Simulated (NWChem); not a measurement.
# CH6FNSi; SMILES N[SiH2]CF

```xyz
10

N      0.3506    -2.0405     0.0000
Si    -0.4810    -0.5271     0.0000
C      0.6534     1.0057     0.0000
F     -0.1279     2.1476     0.0000
H      0.7695    -2.4228    -0.8385
H      0.7695    -2.4228     0.8385
H     -1.3261    -0.4481     1.2290
H     -1.3261    -0.4481    -1.2290
H      1.3120     1.0205    -0.8882
H      1.3120     1.0205     0.8882
```
Atoms are numbered in this order, from 1.

Program: NWChem. Structure relaxed at the PBE0/def2-SVP level.

For level Hartree-Fock/cc-pVDZ:

| Quantity | Value |
|---|---|
| orbital gap (eV) | 14.76 |
| dipole (D) | 3.22 |

Question: Estimate the same quantities for level Hartree-Fock/cc-pVTZ.

Answer: 
* **orbital gap (eV)**: 14.01
* **dipole (D)**: 3.09
